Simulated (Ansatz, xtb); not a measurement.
C3H10Si: 4 structures ranked

4 gas-phase structures of C3H10Si, found in a search over its isomers (lower ones may exist). Each was relaxed with GFN2-xTB; where two conformers were screened, the lower at r2SCAN-D4/def2-SVP is listed:

A. `C[SiH](C)C`, a singlet
B. `CCC[SiH3]`, a singlet
C. `CC[SiH2]C`, a singlet
D. `CC(C)[SiH3]`, a singlet

**Question.** Make a reasoned guess at their ranking by r2SCAN-D4/def2-SVP single-point energy.

**Answer.** Calculated order at r2SCAN-D4/def2-SVP: A (0.000), C (0.512), B (0.883), D (0.929) eV.

Energies above the lowest of each column, in eV; the last columns are at PBE0-D3(BJ)/pcseg-1 geometries and were run for some of them only (a dash: not run or not comparable):

```tsv
structure	GFN2-xTB	HF/STO-3G	r2SCAN-D4/def2-SVP	PBE0-D3(BJ)/pcseg-1	CCSD(T)/def2-SVP + ΔMP2/def2-TZVPP
A	0.392	0.000	0.000	0.000	0.000
C	0.248	0.530	0.512	0.512	0.541
B	0.000	0.927	0.883	0.885	0.931
D	0.017	1.009	0.929	–	–
```

CCSD(T)/def2-SVP + ΔMP2/def2-TZVPP puts A lowest of those it was run on; GFN2-xTB picks B. Flexible structures stand in one conformer each, not always the lowest. Frequencies (PBE0-D3(BJ)/pcseg-1) were run for A, B, C alone. The ΔMP2 step shifts differences by up to 0.250 eV, which makes them less sure. ΔMP2 is the change of the MP2 energy from the smaller to the larger basis.

Over these structures GFN2-xTB departs from r2SCAN-D4/def2-SVP by 0.481 eV on average once a common shift is removed. A GFN2-xTB relaxation took about 0.16 s and the r2SCAN-D4/def2-SVP energy about 3.6 s on a shared host (Ansatz 0.2.0, xtb 6.7.1).
